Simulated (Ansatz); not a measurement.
A made-up structure of Al2NH3S, closed shell:

```json
{"atom": "S1", "x (Å)": "-2.6076", "y (Å)": "1.7260", "z (Å)": "-0.8636"}
{"atom": "Al2", "x (Å)": "-0.3915", "y (Å)": "0.6821", "z (Å)": "-0.6936"}
{"atom": "N3", "x (Å)": "0.3728", "y (Å)": "-0.6309", "z (Å)": "0.6353"}
{"atom": "Al4", "x (Å)": "2.0077", "y (Å)": "-0.4327", "z (Å)": "-0.5296"}
{"atom": "H5", "x (Å)": "-3.0903", "y (Å)": "1.0022", "z (Å)": "0.3676"}
{"atom": "H6", "x (Å)": "0.0721", "y (Å)": "-1.2044", "z (Å)": "1.5653"}
{"atom": "H7", "x (Å)": "3.6368", "y (Å)": "-1.1423", "z (Å)": "-0.4814"}
```

It is relaxed with PBE-D4/def2-SVP and then PBE0-D4/def2-TZVP (Ansatz 0.2.0). Atoms count as bonded within 1.22 times the sum of their covalent radii (H–H: 0.88 Å). The end point is not checked to be a true minimum.

Question: Does its bonding change? (Judge from chemistry; the calculation decides.)

Answer: By the calculation: No: no bond forms or breaks.

Where it ends: The first stage lowers the energy by 1.42 eV in 6 steps. It ends as Al₂NH₃S ([SH][Al]1[NH][AlH]1):
```xyz
7
angstrom
S -2.3287 1.5410 -0.7706
Al -0.3501 0.6092 -0.6190
N 0.3330 -0.5629 0.5667
Al 1.7929 -0.3858 -0.4737
H -2.7598 0.8946 0.3285
H 0.0658 -1.0754 1.3970
H 3.2469 -1.0207 -0.4289
```

Labels in which every atom is bracketed show which atoms are joined, not bond orders.

For scale, one of the runs: PBE0-D4/def2-TZVP relaxation, 160 basis functions, launched by `ansatz run in.yaml --threads 2 --pin off --events-out ev --progress --plain --max-ram 4352MiB`. The run took about 36 s on 2 CPU threads of an Arm Neoverse V1 (shared host).
